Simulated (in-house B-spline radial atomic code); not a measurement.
Configurations of the aluminium ion Al⁵⁺, with energies counted from [He] 2s2 2p4. Level of theory: non-relativistic r2SCAN0, spin-polarised, spherical fractional occupations, exact exchange averaged over the configuration, point nucleus; calculated with an all-electron radial atomic-structure program (B-spline basis). Shells without spins written out take the highest spin.

```csv
configuration,E - E(ref) (eV),highest orbital,its <r> (bohr)
[He] 2s1 2p5,38.767,2p down,0.5469
[He] 2s1 2p4 3p1,156.01,3p up,1.629
[He] 2s1 2p4 3d1,167.73,3d up,1.584
```

Q: Order these further configurations by energy, lowest first.
A. [He] 2s2 2p3 3d1
B. [He] 2s2 2p3 3p1
C. [He] 2s2 2p3 3s1
D. [He] 2s1 2p4 3s1

A: C (110 eV), B (119.43 eV), A (131.41 eV), D (146.49 eV).
